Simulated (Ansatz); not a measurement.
Species: sum formula InO₃H₃, charge 1, multiplicity 2. SMILES of the parent species: [OH][In]([OH])[OH]
Structure (B3LYP-D3(BJ)/def2-TZVP (Ansatz, a program for electronic structure) minimum search):
```
In
O 1 1.9182
H 2 0.9701 1 114.72
O 1 2.0363 2 154.22 3 10.37
H 4 0.9744 1 117.33 2 -114.75
O 1 2.0583 2 136.05 3 -174.44
H 6 0.9750 1 118.60 2 -109.74
```
Charge +1, spin multiplicity 2.

Parts of the frozen-core correlation energy in def2-SVP (Ansatz, hartree). Frozen orbitals: 12; correlated occupied orbitals by spin: 12 and 11; virtual: 59 and 60. UHF or UKS for open shells. No spin-orbit coupling. Past Kr the def2 sets carry scalar-relativistic core potentials.

```csv
term,value
reference (HF),-415.04023
MP2 opposite-spin,?
MP2 same-spin,?
CCSD correlation,?
(T),-0.01705
T1 diagnostic,0.051
largest doubles amplitude,0.036
<S^2> of the reference,0.779
```

### Question
Complete the blanks.

### Answer

- MP2 opposite-spin, value: -0.43874
- MP2 same-spin, value: -0.15760
- CCSD correlation, value: -0.62456
